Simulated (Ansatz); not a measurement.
# Cost against result

Saddle point of CH6OSn, singlet (CH₆OSn ([CH3][O][SnH3]) → CH₄OSn ([CH2][O][SnH2]) + H₂; bonds formed: H2–H5; bonds broken: Sn1–H2, C4–H5; bonds weakened to dative contacts: Sn1–O3), PBE0-D4/def2-TZVP structure:

```
atom    x (Å)    y (Å)    z (Å)
 Sn1  -1.3111   0.9469   0.1789
  H2  -0.5810  -0.4655  -1.3652
  O3   0.2012  -0.3416   0.9031
  C4   1.0465  -0.8273   0.0988
  H5   0.1530  -0.9121  -1.2870
  H6  -2.1600   1.2264   1.6723
  H7  -0.4114   2.4396   0.0380
  H8   1.3052  -1.8865   0.1868
  H9   1.7577  -0.1799  -0.4258
```

Barriers are electronic and count from the start structure reached by relaxing down the imaginary mode.

Ansatz 0.2.0; basis: as named in each row; cores frozen in the correlated methods. Filled d shells of the heavier atoms are correlated. Core potentials replace the inner electrons of the atoms past krypton. The def2 sets are not built for correlating such inner shells, so the correlated values are less sure here. B3LYP uses VWN-RPA correlation. Extrapolation: Hartree–Fock as exp(−7.88 √X), correlation as X^−2.97.

Times are rough, for one single point on 4 threads of a shared host (Arm Neoverse N1).

The estimate by CCSD(T) at an estimated basis limit (MP2 extrapolated from triple and quadruple zeta, plus CCSD(T) − MP2 in triple zeta) is 2.336 eV.

```tsv
method	basis	time (s)	barrier (eV)	method less estimate
SPW92	def2-SVP	under 1	1.508	-0.828
PBE-D4	def2-SVP	under 1	1.536	-0.800
PBE0-D4	def2-SVP	1	1.974	-0.362
SPW92	def2-TZVPP	1	1.653	-0.683
PBE-D4	def2-TZVPP	2	1.675	-0.661
BLYP-D4	def2-TZVPP	2	1.589	-0.747
B3LYP-D4	def2-TZVPP	2	1.948	-0.388
BHLYP-D4	def2-TZVPP	3	2.431	0.095
PBE0-D4	def2-TZVPP	3	2.097	-0.239
CAM-B3LYP-D4	def2-TZVPP	3	2.292	-0.044
wB97M-V	def2-SVP	4	2.233	-0.103
CCSD(T)	def2-SVP	4	2.313	-0.023
r2SCAN-D4	def2-TZVPP	4	1.923	-0.413
r2SCAN0-D4	def2-TZVPP	4	2.220	-0.116
B2PLYP	def2-TZVPP	6	2.158	-0.178
PBE-QIDH	def2-TZVPP	6	2.433	0.097
RPA on PBE	def2-TZVPP	6	2.309	-0.027
wB97X-V	def2-TZVPP	8	2.505	0.169
wB97M-V	def2-TZVPP	9	2.353	0.017
B97M-V	def2-TZVPP	10	2.121	-0.215
MP2	def2-QZVPP	20	2.364	0.029
CCSD(T)	def2-TZVPP	100	2.377	0.042
```

All methods are single points on the PBE0-D4 structures.

T1 diagnostic: at most 0.023. The restricted Hartree–Fock reference is unstable towards an unrestricted one at one or more of these structures.

Labels in which every atom is bracketed show which atoms are joined, not bond orders.
